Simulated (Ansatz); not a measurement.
Ideal-gas functions of C2H3ClInNO (`[CH3][In]([Cl])[N]=C=O`) at 600 K and 1 bar, from an Ansatz frequency run at PBE0-D4/def2-TZVP.

Molar mass 207.32 g/mol, point group C1 (symmetry number 1), electronic degeneracy 1, moments of inertia 213.375, 429.725, 639.925 u Å². Harmonic wavenumbers (cm⁻¹, unscaled): 37, 46, 46, 92, 120, 142, 359, 431, 536, 653, 679, 738, 761, 1204, 1418, 1448, 1449, 2331, 3076, 3173, 3186.

Use S(trans) = R[1.5 ln M + 2.5 ln T − 1.1517]; rotational temperatures θ = 24.2544 K / I; S(rot) = R[ln(√π/σ · √(T³/θAθBθC)) + 1.5]; for each mode x = 1.438777 ν̃/T, S = R[x/(eˣ − 1) − ln(1 − e⁻ˣ)] and H = RT x/(eˣ − 1); 1 cm⁻¹ = 0.0119627 kJ/mol; R = 8.31446 J/(mol·K).

Question: By hand: the entropy, in J/(mol·K).

Answer: Translation 189.9. Rotation: θ = 0.1137, 0.0564, 0.0379 K, giving 131.6. Vibration, mode by mode: 28.46, 26.65, 26.65, 20.90, 18.70, 17.31, 9.81, 8.40, 6.78, 5.39, 5.12, 4.58, 4.38, 1.89, 1.26, 1.19, 1.18, 0.21, 0.04, 0.04, 0.03, in all 189.0. Electronic 0.0. Sum 510.5 J/(mol·K).

Question: By hand: H − E and G − E in kJ/mol, counted from the electronic energy.

Answer: Zero-point energy ½ × 21925 × 0.0119627 = 131.1; thermal vibration 45.9; translation, rotation and pV give 4 RT = 20.0. H − E = 197.0 kJ/mol, and G − E = 197.0 − 600 × 510.5/1000 = -109.3 kJ/mol.

Vibration gives 37 % of the entropy, 138.7 J/(mol·K) of it from the modes under 150 cm⁻¹: soft modes count most, and the harmonic formula is weakest for them. The sum counts one conformer and one mirror image; others add a mixing term.
